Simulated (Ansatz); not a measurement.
`CC(Cl)B(F)F` + H₂ → `CCB(F)F` + HCl at 298.15 K and 1 bar (hydrogenolysis of a C–Cl bond).

Isolated molecules relaxed with PBE0-D4/def2-TZVP in Ansatz; ΔE leaves out vibrations. CBS: MP2 limit from def2 TZ/QZ plus the TZ coupled-cluster correction, frozen cores. This one scheme is used for every species. One conformer a species, not always the lowest.

```csv
species,CCSD(T)/CBS energy (Eh),H − E (kJ/mol),S (J/(mol·K))
`CC(Cl)B(F)F`,-762.80575,195.3,350.1
H₂,-1.17544,35.1,130.4
`CCB(F)F`,-303.63268,215.3,324.5
HCl,-460.38127,26.6,186.8
```

H − E and S are ideal-gas, rigid-rotor, harmonic terms from PBE0-D4/def2-TZVP, for one conformer and one mirror image of each species. The MP2-based limit puts H₂ 0.8 mEh under its directly extrapolated value; such offsets cancel only in part. 1 Eh = 2625.50 kJ/mol, R = 8.31446 J/(mol·K).

By hand: ΔE, ΔH, ΔS and ΔG.

ΔE = (-303.63268) + (-460.38127) − (-762.80575) − (-1.17544) = -0.03276 Eh = -86.0 kJ/mol. Δ(H − E) = 215.3 + 26.6 − 195.3 − 35.1 = 11.5, so ΔH = -74.5 kJ/mol. ΔS = 324.5 + 186.8 − 350.1 − 130.4 = 30.8 J/(mol·K). ΔG = -74.5 − 298.15 × (30.8)/1000 = -83.7 kJ/mol.

By hand: the equilibrium constant, and the temperature at which ΔG would vanish if ΔH and ΔS stayed fixed.

log₁₀ K = −ΔG/(RT ln 10) = 14.7. ΔH and −TΔS have one sign here, so there is no such temperature.

ΔH outweighs TΔS. A doubt of 5 kJ/mol in ΔE shifts log₁₀ K by 0.9 here. Other conformers and mirror images would add mixing entropy, several J/(mol·K) or more a flexible species. Modes under 60 cm⁻¹, often nearly free rotors, make the harmonic entropy too high. These are equilibria of isolated gas molecules and say nothing of rates. Largest T1 diagnostic: 0.011 (customary marks: 0.02 for closed shells, 0.045 for open ones).
